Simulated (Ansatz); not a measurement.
`O=C[SiH](O)O`, relaxed with RKS PBE0-D4/def2-TZVP in Ansatz 0.2.0 from a PBE-D4/def2-SVP geometry. The force threshold is 0.005 eV/Å; the program also tests the step.

Total charge 0; spin multiplicity 1.

Start:

```xyz
9

O     0.025   -0.690    1.953
C     0.589    0.121    1.226
Si    0.225   -0.026   -0.684
O    -0.498    1.351   -1.300
O    -0.767   -1.367   -0.659
H     1.257    0.913    1.689
H     1.457   -0.193   -1.510
H    -1.410    1.512   -1.001
H    -0.879   -1.622    0.287
```

**Question.** How much energy does the relaxation release, and in how many steps? (Estimate.)

**Answer.** Computed: 8.64 kJ/mol, in 10 steps.

**Question.** Which bonds change most? (Estimate.)

**Answer.** Ansatz gave: Si3–O4 from 1.673 to 1.635 Å; Si3–O5 from 1.668 to 1.632 Å; C2–Si3 from 1.950 to 1.928 Å; O5–H9 from 0.986 to 0.965 Å.

**Question.** Give the relaxed structure. (Best estimate.)

**Answer.** Computed: 
```xyz
9

O     0.082   -0.649    1.986
C     0.593    0.144    1.225
Si    0.210   -0.032   -0.656
O    -0.487    1.322   -1.252
O    -0.769   -1.337   -0.687
H     1.247    0.944    1.643
H     1.437   -0.212   -1.459
H    -1.390    1.517   -0.995
H    -0.923   -1.698    0.195
```
